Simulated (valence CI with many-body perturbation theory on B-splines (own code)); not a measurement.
## E1 transitions of Pt⁷⁰⁺

Computed by valence CI with perturbative core correlation (CI+MBPT): six valence electrons over a frozen Dirac-Fock core [He], a basis of 9 s, 9 p, 8 d, 6 f, 3 g, 1 h functions for each j, with the one-electron correlation potential Σ1, the two-electron term Σ2, the three-electron term Σ3, Breit, model QED; selected CI, second order for the rest, scaled by the run's own slope (own B-spline code, finite nucleus).

The last digits are not significant, and no measured levels were compared; by estimate large intervals hold to a few tenths of a per cent, small ones and those within an open d or f shell to about a per cent. Among the levels kept, up to 1900 cm⁻¹ of a level comes from second order outside the variational space, and about a tenth of that is noise between levels of different J, which matters for small intervals.

Lines 1 to 50 of 208 in falling wavelength, among levels below 885.71 Ry, chosen from the strongest by gf and those to the six lowest levels. Wavelengths and rates use the calculated energies. Electric multipoles are in the length gauge with retardation, E1 and E2 with the static RPA response of the core. Weak lines are less certain than strong ones. Lines between different terms over intervals too small for the method are left out, as are lines whose strength nearly cancels. The highest levels of a list are the least certain.

Levels are named by their leading jj configuration (3d3/2^4 stands for four electrons in 3d with j = 3/2), which in mixed levels can hold well under half, so a name can repeat and another be missing. Letters in brackets count levels of one name in rising energy.

| λ vac (nm) | Upper | Lower | A (s⁻¹) | S (a.u.) |
| --- | --- | --- | --- | --- |
| 12.86 | (2s 2p1/2^2 2p3/2^2 3p1/2) J=1 [a] | (2s 2p1/2^2 2p3/2^2 3s) J=0 | 2.43e+09 | 7.65e-03 |
| 11.44 | (2s 2p1/2^2 2p3/2^2 3p1/2) J=2 [a] | (2s 2p1/2^2 2p3/2^2 3s) J=2 [a] | 2.19e+09 | 8.09e-03 |
| 11.33 | (2s 2p1/2^2 2p3/2^2 3p1/2) J=3 | (2s 2p1/2^2 2p3/2^2 3s) J=2 [a] | 5.94e+09 | 2.99e-02 |
| 10.99 | (2s^2 2p1/2 2p3/2^2 3p1/2) J=2 [a] | (2s^2 2p1/2 2p3/2^2 3s) J=3 | 2.17e+09 | 7.09e-03 |
| 10.67 | (2s^2 2p1/2 2p3/2^2 3p1/2) J=1 [a] | (2s^2 2p1/2 2p3/2^2 3s) J=1 [a] | 2.12e+09 | 3.81e-03 |
| 10.35 | (2s^2 2p1/2 2p3/2^2 3p1/2) J=3 | (2s^2 2p1/2 2p3/2^2 3s) J=2 [b] | 7.82e+09 | 3.00e-02 |
| 10.19 | (2s 2p1/2^2 2p3/2^2 3p1/2) J=1 [b] | (2s 2p1/2^2 2p3/2^2 3s) J=2 [b] | 1.24e+10 | 1.94e-02 |
| 10.06 | (2s^2 2p1/2^2 2p3/2 3p1/2) J=1 | (2s^2 2p1/2^2 2p3/2 3s) J=1 | 2.80e+09 | 4.23e-03 |
| 10.04 | (2s 2p1/2^2 2p3/2^2 3p1/2) J=2 [b] | (2s 2p1/2^2 2p3/2^2 3s) J=2 [b] | 7.83e+09 | 1.96e-02 |
| 10.01 | (2s^2 2p1/2 2p3/2^2 3p1/2) J=1 [b] | (2s^2 2p1/2 2p3/2^2 3s) J=1 [b] | 1.05e+10 | 1.56e-02 |
| 9.975 | (2s^2 2p1/2 2p3/2^2 3p1/2) J=2 [a] | (2s^2 2p1/2 2p3/2^2 3s) J=1 [a] | 6.06e+09 | 1.48e-02 |
| 9.965 | (2s^2 2p1/2^2 2p3/2 3p1/2) J=2 | (2s^2 2p1/2^2 2p3/2 3s) J=1 | 8.09e+09 | 1.98e-02 |
| 9.735 | (2s^2 2p1/2 2p3/2^2 3p1/2) J=1 [b] | (2s^2 2p1/2 2p3/2^2 3s) J=0 | 5.82e+09 | 7.95e-03 |
| 9.651 | (2s^2 2p1/2^2 2p3/2 3d3/2) J=2 | (2s^2 2p1/2^2 2p3/2 3p3/2) J=1 | 1.14e+09 | 2.54e-03 |
| 9.603 | (2s 2p1/2^2 2p3/2^2 3p1/2) J=1 [b] | (2s 2p1/2^2 2p3/2^2 3s) J=1 [b] | 3.12e+09 | 4.09e-03 |
| 9.586 | (2s^2 2p1/2 2p3/2^2 3p1/2) J=1 [a] | (2s^2 2p1/2 2p3/2^2 3s) J=2 [a] | 1.49e+10 | 1.94e-02 |
| 9.581 | (2s^2 2p1/2 2p3/2^2 3p1/2) J=3 | (2s^2 2p1/2 2p3/2^2 3s) J=3 | 8.10e+09 | 2.46e-02 |
| 9.466 | (2s 2p1/2^2 2p3/2^2 3p1/2) J=2 [b] | (2s 2p1/2^2 2p3/2^2 3s) J=1 [b] | 9.71e+09 | 2.03e-02 |
| 9.327 | (2s^2 2p1/2^2 2p3/2 3p1/2) J=1 | (2s^2 2p1/2^2 2p3/2 3s) J=2 | 1.66e+10 | 2.00e-02 |
| 9.243 | (2s^2 2p1/2^2 2p3/2 3p1/2) J=2 | (2s^2 2p1/2^2 2p3/2 3s) J=2 | 1.07e+10 | 2.08e-02 |
| 9.071 | (2s 2p1/2^2 2p3/2^2 3p1/2) J=1 [a] | (2s 2p1/2^2 2p3/2^2 3s) J=1 [a] | 1.53e+10 | 1.69e-02 |
| 9.024 | (2s^2 2p1/2 2p3/2^2 3p1/2) J=2 [a] | (2s^2 2p1/2 2p3/2^2 3s) J=2 [a] | 9.11e+09 | 1.65e-02 |
| 9.015 | (2s 2p1/2^2 2p3/2^2 3p1/2) J=0 | (2s 2p1/2^2 2p3/2^2 3s) J=1 [a] | 2.24e+10 | 8.11e-03 |
| 9.007 | (2s^2 2p1/2^2 2p3/2 3d3/2) J=3 | (2s^2 2p1/2^2 2p3/2 3p3/2) J=3 | 3.25e+09 | 8.21e-03 |
| 8.783 | (2s 2p1/2^2 2p3/2^2 3p1/2) J=2 [a] | (2s 2p1/2^2 2p3/2^2 3s) J=3 | 1.93e+10 | 3.23e-02 |
| 8.720 | (2s 2p1/2^2 2p3/2^2 3p1/2) J=3 | (2s 2p1/2^2 2p3/2^2 3s) J=3 | 1.18e+10 | 2.71e-02 |
| 7.545 | (2s^2 2p1/2 2p3/2^2 3p1/2) J=2 [b] | (2s^2 2p1/2 2p3/2^2 3s) J=2 [b] | 8.11e+09 | 8.59e-03 |
| 7.127 | (2s^2 2p1/2 2p3/2^2 3p1/2) J=2 [b] | (2s^2 2p1/2 2p3/2^2 3s) J=3 | 2.85e+10 | 2.54e-02 |
| 7.025 | (2s^2 2p1/2 2p3/2^2 3p1/2) J=0 | (2s^2 2p1/2 2p3/2^2 3s) J=1 [b] | 5.10e+10 | 8.73e-03 |
| 6.687 | (2s^2 2p1/2 2p3/2^2 3p1/2) J=2 [b] | (2s^2 2p1/2 2p3/2^2 3s) J=1 [a] | 7.41e+09 | 5.47e-03 |
| 6.246 | (2s^2 2p1/2 2p3/2^2 3p1/2) J=2 [b] | (2s^2 2p1/2 2p3/2^2 3s) J=2 [a] | 6.76e+09 | 4.06e-03 |
| 5.210 | (2s^2 2p1/2^2 2p3/2 3d5/2) J=2 | (2s^2 2p1/2^2 2p3/2 3p3/2) J=2 | 3.87e+10 | 1.35e-02 |
| 5.161 | (2s^2 2p1/2^2 2p3/2 3d5/2) J=1 | (2s^2 2p1/2^2 2p3/2 3p3/2) J=0 | 5.67e+10 | 1.15e-02 |
| 4.871 | (2s^2 2p1/2^2 2p3/2 3d5/2) J=3 | (2s^2 2p1/2^2 2p3/2 3p3/2) J=2 | 1.10e+11 | 4.37e-02 |
| 4.822 | (2s^2 2p1/2^2 2p3/2 3d5/2) J=4 | (2s^2 2p1/2^2 2p3/2 3p3/2) J=3 | 1.37e+11 | 6.81e-02 |
| 4.608 | (2s^2 2p1/2^2 2p3/2 3d5/2) J=2 | (2s^2 2p1/2^2 2p3/2 3p3/2) J=1 | 9.61e+10 | 2.32e-02 |
| 4.597 | (2s^2 2p1/2^2 2p3/2 3d5/2) J=2 | (2s^2 2p1/2^2 2p3/2 3p3/2) J=3 | 4.32e+09 | 1.03e-03 |
| 4.331 | (2s^2 2p1/2^2 2p3/2 3d5/2) J=3 | (2s^2 2p1/2^2 2p3/2 3p3/2) J=3 | 3.20e+10 | 8.99e-03 |
| 4.136 | (2s^2 2p1/2^2 2p3/2 3d5/2) J=1 | (2s^2 2p1/2^2 2p3/2 3p3/2) J=1 | 9.87e+10 | 1.03e-02 |
| 3.848 | (2s 2p1/2^2 2p3/2^2 3p1/2) J=2 [a] | (2s^2 2p1/2 2p3/2^2 3p1/2) J=2 [b] | 7.80e+09 | 1.10e-03 |
| 3.836 | (2s 2p1/2^2 2p3/2^2 3p1/2) J=3 | (2s^2 2p1/2 2p3/2^2 3p1/2) J=2 [b] | 9.18e+09 | 1.79e-03 |
| 3.492 | (2s 2p1/2^2 2p3/2^2 3s) J=3 | (2s^2 2p1/2 2p3/2^2 3s) J=3 | 1.56e+10 | 2.30e-03 |
| 3.371 | (2s 2p1/2^2 2p3/2^2 3p1/2) J=3 | (2s^2 2p1/2 2p3/2^2 3p1/2) J=3 | 1.83e+10 | 2.42e-03 |
| 3.336 | (2s 2p1/2^2 2p3/2^2 3p1/2) J=1 [a] | (2s^2 2p1/2 2p3/2^2 3p1/2) J=0 | 1.59e+10 | 8.72e-04 |
| 3.279 | (2s 2p1/2^2 2p3/2^2 3s) J=2 [a] | (2s^2 2p1/2 2p3/2^2 3s) J=2 [b] | 1.26e+10 | 1.10e-03 |
| 3.266 | (2s 2p1/2^2 2p3/2^2 3s) J=3 | (2s^2 2p1/2 2p3/2^2 3s) J=2 [a] | 1.38e+10 | 1.66e-03 |
| 3.234 | (2s 2p1/2^2 2p3/2^2 3p1/2) J=2 [a] | (2s^2 2p1/2 2p3/2^2 3p1/2) J=2 [a] | 2.23e+10 | 1.86e-03 |
| 3.226 | (2s 2p1/2^2 2p3/2^2 3p1/2) J=3 | (2s^2 2p1/2 2p3/2^2 3p1/2) J=2 [a] | 1.67e+10 | 1.93e-03 |
| 3.168 | (2s 2p1/2^2 2p3/2^2 3p1/2) J=2 [a] | (2s^2 2p1/2 2p3/2^2 3p1/2) J=1 [a] | 3.60e+10 | 2.82e-03 |
| 3.105 | (2s 2p1/2^2 2p3/2^2 3s) J=2 [a] | (2s^2 2p1/2 2p3/2^2 3s) J=1 [a] | 2.39e+10 | 1.76e-03 |
